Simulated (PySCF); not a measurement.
B(H) cation (BH), SMILES [BH] (connectivity only; charge and spin as stated), charge +1, multiplicity 2.

The structure is a stationary point at PBE0-D3(BJ)/def2-TZVPD. The multiplicity is an assumed one; other spin states were not compared.

Level of theory: B3LYP/def2-TZVPD (PySCF).

The molecule is in vacuum.

Q: Estimate the frontier levels, dipole moment and polarisability. (The exact figures need the calculation; the answer reports its results.)

A: 
```
Item                                                               Result
------------------------------------------------  -----------------------
α spin, highest occupied and lowest empty level      -17.79 and -11.91 eV
β spin, highest occupied and lowest empty level      -22.20 and -12.70 eV
dipole moment about the centre of nuclear charge                   0.11 D
mean static polarisability                           10.4 bohr³ (1.53 Å³)
polarisability, principal values                   10.1, 10.5, 10.5 bohr³
⟨S²⟩                                              0.752 (pure state 0.75)
```
